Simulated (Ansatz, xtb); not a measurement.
Diatomic PN+, multiplicity 2 (lowest of 2S+1 = 2, 4 at CCSD(T)/def2-TZVPP on PBE0 minima; our sources give no spin for the ground state, which may be another). The T1 diagnostic near the minimum is 0.092, so single-reference values are doubtful.

Seven points along R, fitted to fifth degree in 1/R; most abundant isotopes. Runs in def2 and cc sets follow the lowest solution found near the PBE0 minimum.

Programs: Ansatz (Gaussian basis) for Hartree–Fock, density functionals and correlated methods; xtb for the GFN methods. Each number belongs to the level named beside it. The GFN methods have no spin term and hold the electronic entropy of 300 K.

```tsv
level	r_e (Å)	ω_e (cm⁻¹)	ω_e x_e (cm⁻¹)
GFN1-xTB	1.472	1454	8.3
SVWN5/def2-TZVPP	1.477	(withheld)	6.9
PBE/def2-TZVPP	(withheld)	(withheld)	7.0
```

### Question
What belongs in the gaps?

### Answer

- PBE/def2-TZVPP, r_e (Å): 1.489
- PBE/def2-TZVPP, ω_e (cm⁻¹): 1326
- SVWN5/def2-TZVPP, ω_e (cm⁻¹): 1364

Ansatz is a program for electronic structure.
